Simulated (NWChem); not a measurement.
System: AgN₂H₆ cation; SMILES [NH3]->[Ag+]<-[NH3]

Results from NWChem. Medium grid unless said otherwise, to which SCAN and Minnesota functionals are sensitive. Coordinates come from a PBE0/def2-SVP optimisation. Not confirmed as a minimum by frequencies. def2 effective core potentials on Ag; no spin-orbit coupling. Hybrids' shares of exact exchange are those that their runs print; pure functionals count as 0. The functionals differ in more than this share.

```csv
row,share of exact exchange,highest occupied level (eV)
PBE/def2-SVP,0.00,-10.94
MN15-L/def2-SVP,0.00,-11.18
B3LYP/def2-SVP,0.20,withheld
MN15/def2-SVP,0.44,-13.31
BHandHLYP/def2-SVP,0.50,-13.72
Hartree-Fock/def2-SVP,1.00,-15.84
```

**Question.** Fit a straight line of the last column on the one before it, predict the withheld value, and compare with the run.

**Answer.** 
1. Means of the 5 shown rows: x = 0.388, y = -12.998. Slope Σ(x − x̄)(y − ȳ)/Σ(x − x̄)² = -3.340/0.6909 = -4.835; intercept -11.122.
2. The shown rows scatter about the line by 0.131 (root mean square); the largest residual is +0.18, at PBE/def2-SVP.
3. At x = 0.20 (B3LYP/def2-SVP; inside the shown range) the line gives -12.09.
4. The run gives -12.15, -0.06 from the line, 0.5 times the scatter.
